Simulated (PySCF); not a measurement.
## W³⁺ (tungsten, charge +3): UHF calculation

Configuration: [Xe] 4f14 5d3, high-spin 4F determinant. Computed with PySCF 2.14 in ANO-RCC-VTZP (8s7p5d3f2g1h, 104 functions), with scalar relativity by spin-free X2C-1e.

| Property | Result |
| --- | --- |
| Total energy | -16135.977851 hartree |
| One-electron energy | -22073.4375 hartree |
| Hartree (Coulomb) energy | 6260.6074 hartree |
| Exchange energy | -323.1477 hartree |
| ⟨S²⟩ | 3.7554 |
| ⟨L²⟩ | 12.041 |
| Sum of ⟨r⟩ | 36.12 bohr |
| Sum of ⟨r²⟩ | 35.64 bohr² |
| Langevin diamagnetic susceptibility | -28.2 ×10⁻⁶ cm³/mol |

| shell | electrons | mean orbital energy (hartree) | spread (hartree) | rms radius, mean of both spins (bohr) |
| --- | --- | --- | --- | --- |
| 1s β | 1 | -2569.14901 | 0 | 0.0208 |
| 1s α | 1 | -2569.14777 | 0 | 0.0208 |
| 2s α | 1 | -449.50994 | 0 | 0.0838 |
| 2s β | 1 | -449.49988 | 0 | 0.0838 |
| 2p α | 3 | -394.38431 | 0 | 0.0763 |
| 2p β | 3 | -394.37399 | 0 | 0.0763 |
| 3s α | 1 | -106.63035 | 0 | 0.214 |
| 3s β | 1 | -106.63007 | 0 | 0.214 |
| 3p α | 3 | -89.94021 | 0 | 0.216 |
| 3p β | 3 | -89.93958 | 0 | 0.216 |
| 3d α | 5 | -70.06862 | 0.00942 | 0.197 |
| 3d β | 5 | -70.06165 | 0.00266 | 0.197 |
| 4s α | 1 | -24.03871 | 0 | 0.478 |
| 4s β | 1 | -24.02837 | 0 | 0.478 |
| 4p α | 3 | -18.44393 | 0 | 0.509 |
| 4p β | 3 | -18.43273 | 0 | 0.509 |
| 4d α | 5 | -11.09730 | 0.02271 | 0.551 |
| 4d β | 5 | -11.07832 | 0.00891 | 0.551 |
| 5s α | 1 | -4.56288 | 0 | 1.15 |
| 5s β | 1 | -4.43717 | 0 | 1.15 |
| 5p α | 3 | -3.08806 | 0 | 1.26 |
| 4f α | 7 | -2.91239 | 0.00680 | 0.715 |
| 4f β | 7 | -2.90060 | 0.01730 | 0.715 |
| 5p β | 3 | -2.88881 | 0 | 1.26 |
| 5d α | 3 | -1.39622 | 0 | 1.87 |

Spin-orbit coupling, absent here, splits the open shell strongly.

Densities and radii are taken from the X2C orbitals without a picture-change correction, which distorts them close to the nucleus.

Spin-orbit constants ζ (cm⁻¹) from the X2C one-electron operator on these orbitals: bare nucleus, nucleus screened by l(l+1)(2l+1)/3 electrons, and screened by the Breit-Pauli mean field of the electrons.

| shell | bare | screened nucleus | mean field |
| --- | --- | --- | --- |
| 2p | 6868000 | 6683000 | n/a |
| 3p | 1501000 | 1460000 | n/a |
| 3d | 233400 | 201800 | n/a |
| 4p | 342000 | 332700 | n/a |
| 4d | 45910 | 39700 | n/a |
| 4f | 8099 | 5034 | n/a |
| 5p | 46230 | 44980 | n/a |
| 5d | 3455 | 2988 | n/a |

To first order the Landé constant is A = 996.0 cm⁻¹, so the lowest level has J = 3/2 and lies 0.741 eV below the centre of the term. This holds in LS coupling only.
